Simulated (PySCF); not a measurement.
## Broadened absorption spectrum of C4H9FSSi2

Species: C4H9FSSi2.
SMILES: `C#C[Si@H](CSC)[SiH2]F`

The calculation used PySCF 2.14.0, density-fitted response routines, TDDFT PBE0/def2-SVPD, vertical, gas phase, core orbitals frozen in the response. Isolated species at its GFN2-xTB geometry (one conformer only). Torsions of this conformer, `[CH:1]#[C:2][Si@H:3]([CH2:4][S:5][CH3:6])[SiH2:7][F:8]`: C2–Si3–C4–S5 176°, Si3–C4–S5–C6 -78°, C2–Si3–Si7–F8 -65°.

Computed states:

| state | E (eV) | f |
| --- | --- | --- |
| S1 | 4.31 | 0.0032 |
| S2 | 5.14 | 0.017 |
| S3 | 5.36 | 0.0055 |
| S4 | 5.52 | 0.015 |
| S5 | 5.74 | 0.014 |
| S6 | 5.79 | 0.036 |
| S7 | 6.01 | 0.022 |
| S8 | 6.14 | 0.018 |

Broadening: Gaussians 0.5 eV wide at half height, area fixed by f = 4.319×10⁻⁹ ∫ε dν̃. The cross-section is σ = 3.8235×10⁻²¹ ε cm², given in Mb (10⁻¹⁸ cm²). The width is an assumption, not a result. The curve ends short of the highest state used, and states not computed would add to its high-energy end.

(1) Give the broadened spectrum and its maxima.

(2) Does any computed singlet lie in the visible range?

(3) On this curve, what absorbance would a 10⁻⁵ mol/L sample give at 266 nm over a 1 cm path?

(4) Coming from long wavelengths, where does ε first pass 100 L mol⁻¹ cm⁻¹?

Results:

(1) 
(λ (nm), σ (Mb)): (223.6, 10.54), (229.0, 7.86), (234.5, 6.31), (239.9, 5.27), (245.3, 4.04), (250.7, 2.64), (256.1, 1.46), (261.5, 0.73), (266.9, 0.44), (272.3, 0.42), (277.8, 0.53), (283.2, 0.63), (288.6, 0.65), (294.0, 0.59), (299.4, 0.47), (304.8, 0.34), (310.2, 0.22), (315.7, 0.13), (321.1, 0.07), (326.5, 0.03), (331.9, 0.02), (337.3, 0.01), (342.7, 0.00), (348.1, 0.00)

Maxima: 287 nm (4.31 eV), ε about 170, made up of S1 (100%) (ε in L mol⁻¹ cm⁻¹; maxima over ε = 5, shares over 10%). At its high-energy end, 5.54 eV, the curve is still rising (ε about 2700, from S4, S5 and S6).

(2) No computed singlet lies in the visible range (380 to 750 nm); the lowest, at 288 nm, stands 1.05 eV above its violet end (3.26 eV).

(3) 266 nm is 4.661 eV, where ε is about 120 L mol⁻¹ cm⁻¹, so A = ε c l ≈ 0.0012 (Beer–Lambert, with the gas-phase spectrum and the assumed width).

(4) At about 303 nm (4.09 eV), 0.22 eV below S1.
